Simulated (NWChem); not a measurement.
Everything below was run with NWChem. System: DMAc (C4H9NO), charge 0, spin multiplicity 1, at a geometry optimised with PBE0/def2-SVP. Level: MP2/def2-SVP, 6 core orbitals frozen.

The NWChem input:

```
start mol
memory heap 200 mb stack 900 mb global 1100 mb
geometry units angstroms nocenter noautoz noautosym
  C     -1.652646    -0.591439    -0.629410
  N     -0.573431    -0.065158     0.168681
  C     -0.916339     0.317879     1.511643
  C      0.679285     0.019425    -0.385759
  C      1.791438     0.574891     0.481083
  O      0.901124    -0.335148    -1.528786
  H     -2.459919     0.153340    -0.742233
  H     -1.254956    -0.847874    -1.618272
  H     -2.084161    -1.495027    -0.164067
  H     -0.048167     0.710289     2.051217
  H     -1.309554    -0.542975     2.082502
  H     -1.697735     1.099307     1.513673
  H      2.700372     0.582133    -0.130688
  H      1.580832     1.600589     0.819977
  H      1.967876    -0.047029     1.372069
end
basis spherical
  * library def2-svp
end
scf
  rhf
  nopen 0
  maxiter 100
  thresh 1e-7
  semidirect memsize 60000000 filesize 0
end
mp2
  freeze core 6
end
task mp2 energy
```

Part of the output:

```
             Northwest Computational Chemistry Package (NWChem) 7.3.0
             --------------------------------------------------------

                                NWChem Input Module
                                -------------------

 Scaling coordinates for geometry "geometry" by  1.889725989
 (inverse scale =  0.529177249)

                             Geometry "geometry" -> ""
                             -------------------------

 Output coordinates in angstroms (scale by  1.889725989 to convert to a.u.)

  No.       Tag          Charge          X              Y              Z
 ---- ---------------- ---------- -------------- -------------- --------------
    1 C                    6.0000    -1.65264600    -0.59143900    -0.62941000
    2 N                    7.0000    -0.57343100    -0.06515800     0.16868100
    3 C                    6.0000    -0.91633900     0.31787900     1.51164300
    4 C                    6.0000     0.67928500     0.01942500    -0.38575900
    5 C                    6.0000     1.79143800     0.57489100     0.48108300
    6 O                    8.0000     0.90112400    -0.33514800    -1.52878600
    7 H                    1.0000    -2.45991900     0.15334000    -0.74223300
    8 H                    1.0000    -1.25495600    -0.84787400    -1.61827200
    9 H                    1.0000    -2.08416100    -1.49502700    -0.16406700
   10 H                    1.0000    -0.04816700     0.71028900     2.05121700
   11 H                    1.0000    -1.30955400    -0.54297500     2.08250200
   12 H                    1.0000    -1.69773500     1.09930700     1.51367300
   13 H                    1.0000     2.70037200     0.58213300    -0.13068800
   14 H                    1.0000     1.58083200     1.60058900     0.81997700
   15 H                    1.0000     1.96787600    -0.04702900     1.37206900

 Effective nuclear repulsion energy (a.u.)     251.1507790554

            Nuclear Dipole moment (a.u.)
            ----------------------------
        X                 Y               Z
 ---------------- ---------------- ----------------
    -0.0000170075    -0.0000018897    -0.0000018897


 Summary of "ao basis" -> "" (spherical)
 ------------------------------------------------------------------------------
       Tag                 Description            Shells   Functions and Types
 ---------------- ------------------------------  ------  ---------------------
 *                          def2-svp                  on all atoms

 Summary of "ao basis" -> "ao basis" (spherical)
 ------------------------------------------------------------------------------
       Tag                 Description            Shells   Functions and Types
 ---------------- ------------------------------  ------  ---------------------
 C                          def2-svp                 6       14   3s2p1d
 N                          def2-svp                 6       14   3s2p1d
 O                          def2-svp                 6       14   3s2p1d
 H                          def2-svp                 3        5   2s1p

                                 NWChem SCF Module
                                 -----------------

  ao basis        = "ao basis"
  functions       =   129
  atoms           =    15
  closed shells   =    24
  open shells     =     0
  charge          =   0.00
  wavefunction    = RHF
  use symmetry    = F
  symmetry adapt  = F

 Summary of "ao basis" -> "ao basis" (spherical)
 ------------------------------------------------------------------------------
[...]
  ----- ------------  ---------------      ----- ------------  ---------------
   126      0.767858  15 H  s               121     -0.697996  14 H  s
    50      0.485352   4 C  py               64      0.452008   5 C  py
    96     -0.440998   9 H  s                86      0.421979   7 H  s
   106     -0.412881  11 H  s               111      0.399591  12 H  s
    47      0.378574   4 C  py               78     -0.355738   6 O  py

 Vector   27  Occ=0.000000D+00  E= 1.982404D-01
              MO Center= -4.6D-02,  2.6D-01,  6.9D-01, r^2= 1.0D+01
   Bfn.  Coefficient  Atom+Function         Bfn.  Coefficient  Atom+Function
  ----- ------------  ---------------      ----- ------------  ---------------
    59      2.472207   5 C  s                 3     -1.621704   1 C  s
   121     -1.046378  14 H  s               126     -1.021241  15 H  s
    86      0.938764   7 H  s                96      0.917423   9 H  s
   116     -0.730495  13 H  s                45     -0.573596   4 C  s
   111      0.542188  12 H  s               106      0.513715  11 H  s

 center of mass
 --------------
 x =   0.05596703 y =  -0.02608289 z =  -0.11145647

 moments of inertia (a.u.)
 ------------------
         393.247685321944         -82.683323174434          63.258961631864
         -82.683323174434         806.473070024884         -93.329339074574
          63.258961631864         -93.329339074574         550.141330088739

  Mulliken analysis of the total density
  --------------------------------------

    Atom       Charge   Shell Charges
 -----------   ------   -------------------------------------------------------
    1 C    6     5.86   1.99  0.85  0.17  2.01  0.78  0.05
    2 N    7     7.64   1.99  0.94  0.57  2.47  1.64  0.03
    3 C    6     5.84   1.99  0.85  0.16  2.01  0.77  0.05
    4 C    6     5.61   1.99  0.92  0.13  1.89  0.54  0.14
    5 C    6     6.08   1.99  0.86  0.20  2.06  0.94  0.03
    6 O    8     8.45   1.99  1.07  0.73  2.81  1.83  0.02
    7 H    1     0.97   0.76  0.19  0.02
    8 H    1     0.91   0.74  0.15  0.03
    9 H    1     0.97   0.76  0.19  0.02
   10 H    1     0.95   0.76  0.17  0.03
   11 H    1     0.96   0.76  0.18  0.02
   12 H    1     0.96   0.76  0.18  0.02
   13 H    1     0.93   0.74  0.16  0.03
   14 H    1     0.94   0.75  0.17  0.03
   15 H    1     0.94   0.75  0.17  0.03

       Multipole analysis of the density wrt the origin
       ------------------------------------------------

     L   x y z        total         open         nuclear
     -   - - -        -----         ----         -------
     0   0 0 0     -0.000000      0.000000     48.000000

     1   1 0 0     -0.520316      0.000000     -0.000017
     1   0 1 0      0.385800      0.000000     -0.000002
     1   0 0 1      1.441095      0.000000     -0.000002

     2   2 0 0    -26.608995      0.000000    294.543157
     2   1 1 0      1.236925      0.000000     53.008062
     2   1 0 1      2.669016      0.000000    -27.579315
     2   0 2 0    -27.796551      0.000000     48.234188
     2   0 1 1     -0.430355      0.000000     55.061345
     2   0 0 2    -30.825565      0.000000    192.372017

                   NWChem MP2 Semi-direct Energy/Gradient Module
                   ---------------------------------------------

  Basis functions       =    129
  Molecular orbitals    =    129
  Frozen core           =      6
  Frozen virtuals       =      0
  Active alpha occupied =     18
  Active beta occupied  =     18
  Active alpha virtual  =    105
  Active beta virtual   =    105
  Use MO symmetry       = F
  Use skeleton AO sym   = F

  AO/Fock/Back tols     =   1.0D-09  1.0D-09  1.0D-09

 GA uses MA = F    GA memory limited = T

 Available:
  local mem=  1.26D+08
 global mem=  1.44D+08
 local disk=  0.00D+00
  mp2_memr nvloc                   105
  nvloc new                   105
   1 passes of  18:        3145728                      82142                  51687130.
   1 passes of  18: M    126105619           G      144145918           F     122959891.

 Semi-direct pass number   1 of   1  for RHF alpha+beta  at        9.1s
  vrange nnbf                  8039
  mp2_eaftype                   197  avail_ma_in_mb                  1099
 EAF : mp2_eaftype filesize         197   25843565.
  mp2_eaf for mointskh                    197
Node 0 wrote    121.5 Mb in      0.0 s     Agg I/O rate:  2538.3 Mb/s
 Done moints_semi at       16.3s
  mp2_eaftype                   197  avail_ma_in_mb                   902
 EAF : mp2_eaftype filesize         197   25843565.
  mp2_eaf for kh                   197
 Done maket at       16.7s
 Done multipass loop at       16.7s

          -------------------------------------------
          SCF energy                -285.819447462683
          Correlation energy          -0.910137937400
          Singlet pairs               -0.576274499780
          Triplet pairs               -0.333863437620
          Total MP2 energy          -286.729585400084
          -------------------------------------------

          ---------------------------------------------------
                    Spin Component Scaled (SCS) MP2
          Same spin pairs                     -0.222575625080
          Same spin scaling factor             0.333333333333
          Opposite spin pairs                 -0.687562312320
          Opposite spin scaling fact.          1.200000000000
          SCS-MP2 correlation energy          -0.899266649811
          Total SCS-MP2 energy              -286.718714112494
          ---------------------------------------------------

 -----------------------
 Performance information
 -----------------------

 Timer overhead =  1.43D-07 seconds/call

               Nr. of calls         CPU time (s)                 Wall time (s)                GFlops
             ---------------    -------------------     ------------------------------   -------------------
Name         Min   Avg   Max    Min     Avg     Max     Min     Avg     Max   Mx/calls   Min     Max     Sum
mp2: moin     1     1     1    7.2     7.2     7.2      7.2     7.2     7.2     7.2      0.0     0.0     0.0
mp2: make     1     1     1   0.48    0.48    0.48     0.48    0.48    0.48    0.48      0.0     0.0     0.0
mp2: tota     1     1     1    7.7     7.7     7.7      7.7     7.7     7.7     7.7      0.0     0.0     0.0

 The average no. of pstat calls per process was 3.00D+00
 with a timing overhead of 4.29D-07s

 Task  times  cpu:       16.7s     wall:       16.7s

 Total times  cpu:       16.7s     wall:       16.7s
```
